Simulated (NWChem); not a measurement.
System: MgSiH3F; SMILES [F][Mg][SiH3]

```xyz
6

Mg    -0.0130     0.8557    -0.0002
F      0.1350     2.5942     0.0002
Si    -0.2305    -1.7007    -0.0007
H      0.4039    -2.3283    -1.1992
H     -1.6543    -2.1538     0.0051
H      0.4141    -2.3297     1.1916
```
Atoms are numbered in this order, from 1.

Coordinates come from a B3LYP/6-31G* (spherical d) optimisation.

Question: List the 4 lowest vertical singlet excitations from PBE/6-31G* (spherical d), TDA (NWChem).

Answer: 
```tsv
state	energy (eV)	oscillator strength	leading excitation (squared amplitude)
S1	5.51	0.485	HOMO → LUMO (0.91)
S2	5.56	0.120	HOMO → LUMO+1 (0.85)
S3	5.56	0.120	HOMO → LUMO+2 (0.85)
S4	5.85	0.097	HOMO−2 → LUMO (0.89)
```
